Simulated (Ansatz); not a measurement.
Geometry optimisation, Ansatz, RKS LDA/def2-SVP.

Input file:

```yaml
crystal:
  periodic: [false, false, false]
  atoms:
    - { symbol: B, position_ang: [0.088894, 0.249964, -0.074745] }
    - { symbol: H, position_ang: [0.045043, 0.361588, 1.121172] }
    - { symbol: Cl, position_ang: [1.568302, 0.517889, -0.925365] }
    - { symbol: Cl, position_ang: [-1.412864, 0.040874, -0.949624] }
    - { symbol: O, position_ang: [0.108472, -2.20136, 0.778338] }
    - { symbol: H, position_ang: [-0.738978, -2.18202, 0.288278] }
    - { symbol: H, position_ang: [-0.024468, -1.474436, 1.441146] }
basis:
  gaussian: { orbitals: def2-SVP }
hamiltonian:
  xc: lda
relax:
  f_tol: 0.03
  max_steps: 50
```

Run as:

```bash
$ ansatz run input.yaml --threads 1 --pin off --max-ram 2048MiB --backend cpu --events-out ev --progress --plain --runs-dir out
```

Where does it end, and by what steps?

The run converged. After 8 steps the energy has fallen by 0.679 eV; O5 moved furthest, 0.61 Å. Joined: B1–O5 (2.60 → 1.62 Å).

```tsv
step	energy less start (eV)	largest force component (eV/Å)	accepted
0	0.0000	0.779	yes
1	-0.0764	1.540	yes
2	-0.2488	1.410	yes
3	-0.5086	1.617	yes
4	-0.6289	0.917	yes
5	-0.6691	0.305	yes
6	-0.6761	0.197	yes
7	-0.6746	0.144	no
8	-0.6792	0.022	yes
```

```xyz
7
Properties=species:S:1:pos:R:3
B 0.095 -0.079 0.105
H 0.015 0.557 1.145
Cl 1.546 0.228 -0.888
Cl -1.484 -0.134 -0.845
O 0.162 -1.632 0.571
H -0.632 -1.968 0.066
H -0.069 -1.660 1.526
```

The run took 6.7 s on 1 thread of Intel(R) Xeon(R) 6975P-C (Granite Rapids) (shared host), peak memory 0.15 GiB.
